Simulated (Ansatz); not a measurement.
A geometry relaxed with B3LYP-D3(BJ)/def2-TZVP (Ansatz, a quantum-chemistry and plane-wave program), charge 0, multiplicity 1:

```xyz
13

C      0.1106    -0.0196     0.0194
C     -0.8647    -1.0965    -0.4257
H     -1.3432     1.3118     0.9201
H     -1.6795    -1.2096     0.2958
C      1.5623    -0.1179    -0.3654
H     -0.9817     1.6806    -0.7639
C      1.2974    -0.3881     0.8685
H      1.6454    -0.6765     1.8456
H      0.1876     2.0923     0.4984
H      2.2892    -0.0198    -1.1535
H     -1.3180    -0.8409    -1.3883
H     -0.3664    -2.0607    -0.5299
C     -0.5390     1.3449     0.1788
```

### Question
Write the SMILES of this molecule.

### Answer
`CC1(C)C=C1`
